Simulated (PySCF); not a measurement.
**Potential energy of InBr along the bond**

Set-up: In cc-pVTZ-PP with ECP28, Br cc-pVTZ-PP with ECP10; scalar-relativistic core potentials (PySCF 2.14). Energies in eV from In + Br in their ground configurations at the same level. All curves are PBE0. state 1: ¹Σ⁺ (singlet), closed shell; state 2: ³Π (triplet), unpaired electrons σ ↑, π ↑, a second solution, started from another occupation.

| R (Å) | state 1 | state 2 |
| --- | --- | --- |
| 2.213 | -3.287 | -0.2584 |
| 2.316 | -3.768 | -0.6479 |
| 2.419 | -4.024 | -0.8285 |
| 2.496 | -4.111 | -0.8720 |
| 2.573 | -4.134 | -0.8625 |
| 2.650 | -4.109 | -0.8177 |
| 2.753 | -4.021 | -0.7260 |
| 2.882 | -3.855 | -0.5910 |
| 3.036 | -3.609 | -0.4343 |
| 3.242 | -3.251 | -0.2665 |

Task: Put a parabola through the three lowest points of the state 1 curve and estimate Re, k and ωe (reduced mass 46.79 u; 1 eV/Å² = 0.16022 mdyn/Å; ωe = 1302.8·√(k/μ) cm⁻¹).

Result: Through R = 2.496, 2.573, 2.65 Å the second-order coefficient is 4.05 eV/Å², so Re ≈ 2.571 Å, k ≈ 1.30 mdyn/Å and ωe ≈ 217 cm⁻¹. A polynomial fit of higher order to the unrounded PBE0 energies gives Re = 2.567 Å, k = 1.32 mdyn/Å, ωe = 219 cm⁻¹; anharmonicity and rounding make the difference.

The higher-order fit for each curve: state 1: Re = 2.567 Å, ωe = 219 cm⁻¹, De = 4.13 eV; state 2: Re = 2.517 Å, ωe = 215 cm⁻¹, minimum 0.87 eV below the ground-state fragments.

Spin–orbit coupling is left out, which matters for elements this heavy, above all for dissociation energies. Counting both spins, an empty level lies below a filled one in some of these solutions, because spin and occupation are held.
